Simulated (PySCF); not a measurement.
PySCF job for F5Te, SMILES F[Te](F)(F)(F)F, multiplicity 2, B3LYP-D3(BJ)/def2-SVP. Geometry: B3LYP-D3(BJ)/def2-SVP. The isomer is the one that the SMILES or the coordinates give; other isomers of the formula were not compared. The def2 effective core potentials stand for the cores of Te; spin–orbit coupling is left out.

```python
import numpy as np
from pyscf import gto, scf, dft, df
from pyscf.hessian import thermo

mol = gto.M(
    atom='''
    F    -1.37299833   -1.37299833    0.18944603
    Te    0.00000000   -0.00000000    0.16610043
    F     1.37299833   -1.37299832    0.18944602
    F    -1.37299833    1.37299833    0.18944603
    F    -0.00000000    0.00000000   -1.71747548
    F     1.37299832    1.37299833    0.18944603
    ''',
    basis='def2-SVP',
    ecp={'Te': 'def2-svp'},
    charge=0,
    spin=1,
    max_memory=1600,
    verbose=3,
)
mf = dft.UKS(mol, xc='b3lyp').density_fit(auxbasis='def2-universal-jkfit')
mf.disp = 'd3bj'
mf.grids.level = 3
mf.conv_tol = 1e-11
mf.max_cycle = 100
mf.kernel()
fine, coarse = mf.grids, dft.Grids(mol).set(level=1).build(with_non0tab=True)
for _ in range(3):  # follow internal instabilities
    mf.grids = coarse
    mo, _, stable, _ = mf.stability(return_status=True, nroots=4)
    mf.grids = fine
    if stable:
        break
    mf.kernel(mf.make_rdm1(mo, mf.mo_occ))

# [left out here: the lines that compute and print the analytic Hessian (its translational invariance restored by hand, since the grid's response is missing), thermochemistry and intensities]
```

Output:

```

WARN: HOMO -0.89472572283206 >= LUMO -0.894725722832053

converged SCF energy = -766.859642974492  <S^2> = 0.7561372  2S+1 = 2.0061278
<class 'pyscf.df.df_jk.DFUKS'> wavefunction is stable in the internal stability analysis

WARN: DFTD3 does not support analytical Hessian, using finite difference


WARN: Mole.unit (angstrom) is changed to Bohr

Mode                                 0                   1                   2
Irrep
Freq [cm^-1]                      115.0696            180.1052            180.1059
Reduced mass [au]                  18.9984             19.7622             19.7622
Force const [Dyne/A]                0.1482              0.3777              0.3777
Char temp [K]                     165.5595            259.1312            259.1323
Normal mode                   x     y     z       x     y     z       x     y     z
       0   F                 0.00  0.00 -0.11    0.10 -0.10  0.00   -0.02 -0.02 -0.04
       1  Te                -0.00 -0.00  0.00   -0.01  0.01  0.00   -0.01 -0.01  0.00
       2   F                 0.00 -0.00  0.11   -0.02  0.02  0.04    0.10  0.10  0.00
       3   F                -0.00  0.00  0.11   -0.02  0.02 -0.04    0.10  0.10 -0.00
       4   F                -0.00 -0.00  0.00   -0.06  0.06  0.00   -0.06 -0.06  0.00
       5   F                -0.00 -0.00 -0.11    0.10 -0.10 -0.00   -0.02 -0.02  0.04
Mode                                 3                   4                   5
Irrep
Freq [cm^-1]                      218.7559            243.9254            260.8309
Reduced mass [au]                  25.2079             18.9984             20.9495
Force const [Dyne/A]                0.7107              0.6660              0.8397
Char temp [K]                     314.7411            350.9543            375.2776
Normal mode                   x     y     z       x     y     z       x     y     z
       0   F                -0.00 -0.00  0.09    0.08 -0.08 -0.00    0.03  0.03 -0.08
       1  Te                 0.00  0.00 -0.05   -0.00  0.00 -0.00    0.02  0.02  0.00
       2   F                 0.00 -0.00  0.09   -0.08 -0.08 -0.00   -0.04 -0.04 -0.00
       3   F                -0.00  0.00  0.09    0.08  0.08  0.00   -0.04 -0.04  0.00
       4   F                -0.00 -0.00 -0.05    0.00 -0.00 -0.00   -0.11 -0.11  0.00
       5   F                 0.00  0.00  0.09   -0.08  0.08  0.00    0.03  0.03  0.08
Mode                                 6                   7                   8
Irrep
Freq [cm^-1]                      260.8310            581.0032            583.0573
Reduced mass [au]                  20.9495             18.9984             18.9984
Force const [Dyne/A]                0.8397              3.7785              3.8053
Char temp [K]                     375.2777            835.9342            838.8896
Normal mode                   x     y     z       x     y     z       x     y     z
       0   F                 0.04 -0.04  0.00    0.08  0.08  0.00    0.08  0.08  0.00
       1  Te                -0.02  0.02  0.00   -0.00 -0.00  0.00    0.00  0.00 -0.00
       2   F                -0.03  0.03 -0.08   -0.08  0.08  0.00    0.08 -0.08 -0.00
       3   F                -0.03  0.03  0.08    0.08 -0.08  0.00   -0.08  0.08 -0.00
       4   F                 0.11 -0.11  0.00    0.00 -0.00 -0.01   -0.00 -0.00 -0.00
       5   F                 0.04 -0.04 -0.00   -0.08 -0.08  0.00   -0.08 -0.08  0.00
Mode                                 9                  10                  11
Irrep
Freq [cm^-1]                      605.5213            605.5222            693.1284
Reduced mass [au]                  24.3287             24.3287             21.5129
Force const [Dyne/A]                5.2557              5.2557              6.0894
Char temp [K]                     871.2103            871.2116            997.2574
Normal mode                   x     y     z       x     y     z       x     y     z
       0   F                -0.01  0.01 -0.00   -0.10 -0.10 -0.00   -0.00 -0.00 -0.00
       1  Te                 0.03 -0.03  0.00    0.03  0.03 -0.00    0.00  0.00  0.03
       2   F                -0.10  0.10  0.00   -0.01 -0.01 -0.00    0.00 -0.00 -0.00
       3   F                -0.10  0.10 -0.00   -0.01 -0.01  0.00   -0.00  0.00 -0.00
       4   F                -0.00  0.00  0.00   -0.00 -0.00  0.00    0.00  0.00 -0.21
       5   F                -0.01  0.01  0.00   -0.10 -0.10  0.00    0.00  0.00 -0.00
temperature 298.1500 [K]
pressure 101325.00 [Pa]
Rotational constants [GHz] 2.45920 2.45920 1.76388
Symmetry number 4
Zero-point energy (ZPE) 0.01032 [Eh]   27082.594 [J/mol]
                           tot       elec      trans        rot        vib
Entropy [J/mol/K]       358.055      5.763    176.160    104.795     71.338
Cv [J/mol/K]             99.282      0.000     12.472     12.472     74.339
Cp [J/mol/K]            107.597      0.000     20.786     12.472     74.339
Internal energy [J/mol]                      3718.434   3718.434  39240.732
Internal energy [Eh]   -766.84186  -766.85964
Enthalpy [J/mol]                             6197.391   3718.434  39240.732
Enthalpy [Eh]          -766.84092
Gibbs free energy [J/mol]                  -46324.580 -27526.180  17971.439
Gibbs free energy [Eh] -766.88158
mode   freq/cm-1   IR/(km/mol)
   1      115.07         0.000
   2      180.11         4.436
   3      180.11         4.436
   4      218.76        32.265
   5      243.93         0.000
   6      260.83        16.126
   7      260.83        16.126
   8      581.00         0.159
   9      583.06         0.000
  10      605.52       103.787
  11      605.52       103.786
  12      693.13        50.637
max |gradient| / (hartree/bohr): 0.00020650410484585142
APT charges: [-0.4735  2.3865 -0.4735 -0.4735 -0.4924 -0.4735]
```

The calculation finished and met its thresholds.
